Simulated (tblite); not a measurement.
C4H7F3O2P (charge -1).
Geometry (GFN2-xTB, Å), atoms numbered from 1 in this order:
```xyz
17
C4H7F3O2P angstrom
C     -2.7825    0.2438    0.1209
P     -1.3006   -0.8401   -0.1906
O     -1.2459   -1.2457   -1.6226
O     -1.1974   -1.8865    0.8642
C      0.0675    0.4263    0.1080
C      1.3180   -0.3933   -0.1282
C      2.5906    0.3858    0.0468
F      2.7027    1.4365   -0.7925
F      2.7447    0.9019    1.2840
F      3.7068   -0.3538   -0.1659
H     -2.7741    0.6191    1.1403
H     -3.6618   -0.3824   -0.0224
H     -2.8136    1.0691   -0.5849
H      0.0013    1.2537   -0.5981
H      0.0367    0.8098    1.1276
H      1.3177   -1.2363    0.5674
H      1.2830   -0.7958   -1.1437
```

Computed with GFN2-xTB (tblite): harmonic, unscaled wavenumbers at the GFN2-xTB geometry, gas phase. This tight-binding method is rough: wavenumbers can miss measured ones by several per cent, in bad cases by 10 to 20. One conformer, not necessarily the lowest.

Harmonic wavenumbers (cm⁻¹): 33.9, 51.4, 93.9, 98.5, 159.2, 167.4, 215.0, 253.4, 298.0, 336.4, 365.5, 436.4, 446.7, 475.5, 501.0, 582.3, 674.6, 703.6, 738.8, 804.4, 807.7, 820.9, 873.1, 979.7, 1008.9, 1089.6, 1094.7, 1136.6, 1172.0, 1190.7, 1230.1, 1254.9, 1294.0, 1301.3, 1442.2, 1454.3, 1457.7, 1471.0, 2974.3, 2980.1, 2986.5, 2987.6, 2997.6, 3014.9, 3023.3.

A = 2369, B = 520.6, C = 514.9 MHz; mass 175.014 u (most abundant isotopes); point group Cs, symmetry number 1.

Q: Zero-point energy?

A: ½Σν̃ = 24740 cm⁻¹ = 70.73 kcal/mol.

Q: What is S at 500 K and 1 bar for an ideal gas of classical rigid rotors and harmonic oscillators?

A: Translation 43.98, rotation 32.15, vibration 57.61: S = 133.7 cal/(mol K).

Q: And Cp and H(500 K) − H(0)?

A: Cp = 58.62 cal/(mol K), of which vibrations give 50.67 (their classical limit is 45 R = 89.4); H(500 K) − H(0) = 18.10 kcal/mol without the zero-point energy, 14.12 from vibrations.

Q: How do the functions run with temperature in this model?

A: 
```
 T (K)  S (cal/(mol K))  Cp (cal/(mol K))  H − H(0) (kcal/mol)  G − H(0) (kcal/mol)  ln q(vib)
    50             62.6              14.7                 0.55                -2.58       0.88
   100             74.8              21.1                 1.45                -6.03       2.48
298.15            107.7              42.3                 7.79               -24.32       8.81
373.15            118.0              49.2                11.23               -32.79      11.08
   750            160.0              70.8                34.41               -85.61      21.51
  1000            181.5              78.3                53.12              -128.39      27.53
```

q(vib) and H(0) count from the zero-point level.

Q: What must be added to the electronic energy to get the Gibbs energy at 500 K and 1 bar?

A: ZPE + [H(500 K) − H(0)] − T·S = 70.73 + 18.10 − 66.87 = 21.96 kcal/mol.

Q: Which modes carry the vibrational entropy at 500 K?

A: 33.9 cm⁻¹: 6.61; 51.4 cm⁻¹: 5.79; 93.9 cm⁻¹: 4.59; 98.5 cm⁻¹: 4.50; 159.2 cm⁻¹: 3.56; 167.4 cm⁻¹: 3.46 cal/(mol K); the other 39 give 29.10 together.

Hindered rotation and anharmonicity are outside this model. Other conformers, if any are populated, would add a mixing term that is left out.
